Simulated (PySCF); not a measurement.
A structure optimised at B3LYP-D3(BJ)/def2-SVP, used in a PySCF frequency run:

```
Si
O 1 1.6772
H 2 0.9646 1 117.39
H 1 1.4996 2 110.51 3 -51.37
C 1 1.9034 4 106.61 2 -123.06
H 5 1.1103 1 110.99 4 71.34
H 5 1.1105 6 106.54 1 117.05
O 5 1.4215 6 112.24 7 123.23
H 8 0.9657 5 109.82 6 -63.83
Si 1 2.3400 4 115.38 2 119.96
H 10 1.4948 1 110.82 4 -65.36
H 10 1.4972 11 107.81 1 -118.52
Si 10 2.3536 11 111.02 12 -119.84
H 13 1.4893 10 110.86 11 -85.99
H 13 1.4902 14 110.19 8 57.87
H 13 1.4973 14 107.94 15 117.38
```

Q: Write its SMILES and formula.

A: OC[Si@H](O)[SiH2][SiH3], CH₁₀O₂Si₃

Q: What are its rotational constants (standard atomic weights)?

A: 2.1072, 1.2304, 1.0066 GHz
